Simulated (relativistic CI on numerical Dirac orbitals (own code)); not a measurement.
**Electric-dipole transitions in Ca XV**

Method of calculation: Dirac-Coulomb-Breit CI, orbitals from a KLI potential per configuration, QED by a radiative potential, unscaled Slater integrals (own radial code, finite nucleus).

Configurations in the expansion (outside the closed core 1s2): 2s2 2p2, 2s 2p3, 2p4, 2p3 3s, 2p3 3p, 2p3 3d, 2s2 2p 3s, 2s2 2p 3p, 2s2 2p 3d, 2s 2p2 3s, 2s 2p2 3p, 2s 2p2 3d, 2s2 2p 4s, 2s2 2p 4p, 2s2 2p 4d, 2s2 2p 4f. Levels of other configurations are missing.

| λ vac (nm) | Lower | Upper | A (s⁻¹) | log gf | S velocity/length |
| --- | --- | --- | --- | --- | --- |
| 2.2085 | 2s2 2p2 3P_2 [3] | 2s 2p2 3p 3D°_3 [64] | 1.78e+12 | -0.04 | 0.92 |
| 2.2628 | 2s 2p3 5S°_2 [6] | 2s 2p2 3d 5P_1 [86] | 7.48e+12 | 0.24 | 0.97 |
| 2.2642 | 2s 2p3 5S°_2 [6] | 2s 2p2 3d 5P_2 [85] | 7.36e+12 | 0.45 | 0.97 |
| 2.2674 | 2s 2p3 5S°_2 [6] | 2s 2p2 3d 5P_3 [84] | 6.64e+12 | 0.55 | 0.97 |
| 2.2716 | 2s2 2p2 3P_0 [1] | 2s2 2p 3d 3D°_1 [42] | 5.32e+12 | 0.09 | 0.98 |
| 2.2745 | 2s2 2p2 3P_2 [3] | 2s2 2p 3d 3P°_2 [47] | 4.24e+12 | 0.22 | 0.97 |
| 2.2754 | 2s2 2p2 3P_1 [2] | 2s2 2p 3d 3D°_2 [43] | 4.28e+12 | 0.22 | 0.98 |
| 2.2783 | 2s2 2p2 3P_2 [3] | 2s2 2p 3d 3D°_3 [45] | 6.60e+12 | 0.56 | 0.99 |
| 2.2844 | 2s 2p3 3D°_3 [9] | 2s 2p2 3d 3D_3 [128] | 2.70e+12 | 0.17 | 0.95 |
| 2.2858 | 2s 2p3 3D°_2 [7] | 2s 2p2 3d 3F_3 [122] | 5.45e+12 | 0.48 | 1.01 |
| 2.2870 | 2s 2p3 3D°_1 [8] | 2s 2p2 3d 3F_2 [121] | 5.10e+12 | 0.30 | 1.01 |
| 2.2873 | 2s 2p3 3D°_3 [9] | 2s 2p2 3d 3F_4 [123] | 7.32e+12 | 0.71 | 1.01 |
| 2.2900 | 2s2 2p2 1D_2 [4] | 2s2 2p 3d 1F°_3 [54] | 9.14e+12 | 0.70 | 1.01 |
| 2.3032 | 2s 2p3 1D°_2 [14] | 2s 2p2 3d 1F_3 [167] | 1.05e+13 | 0.77 | 1.00 |
| 2.3144 | 2s 2p3 3S°_1 [13] | 2s 2p2 3d 3P_2 [158] | 5.76e+12 | 0.36 | 0.97 |
| 2.3279 | 2s 2p3 1P°_1 [15] | 2s 2p2 3d 1D_2 [172] | 7.75e+12 | 0.50 | 0.99 |
| 2.3305 | 2s 2p3 3P°_2 [12] | 2s 2p2 3d 3D_3 [128] | 2.73e+12 | 0.19 | 0.98 |
| 2.3380 | 2s2 2p2 1S_0 [5] | 2s2 2p 3d 1P°_1 [51] | 5.01e+12 | 0.09 | 0.97 |
| 2.3686 | 2s 2p3 3D°_3 [9] | 2s 2p2 3d 3F_4 [97] | 2.67e+12 | 0.31 | 1.03 |
| 2.3751 | 2s 2p3 3D°_2 [7] | 2s 2p2 3d 3F_3 [91] | 2.44e+12 | 0.16 | 1.03 |

Terms are leading LS components. Brackets give the number of a level in order of energy, since labels repeat. The list gives strong lines, with weight on those to low levels, among the lowest 200 of 274 levels, so that lines to higher ones, which can be the strongest, are missing. Levels whose partners in the same complex of configurations lie outside the list can be far off, and so can their lines. Rates are taken at the computed energies, electric ones in the length gauge. A velocity-to-length ratio far from 1 marks an uncertain rate.

At this charge energies of transitions that change n are usually good to better than 1 %, and those within a shell (Δn = 0) to a few per cent.

LS names give the leading component of a level, which can be under half, so a name can repeat, a term be missing and a line seem to break the LS rules.
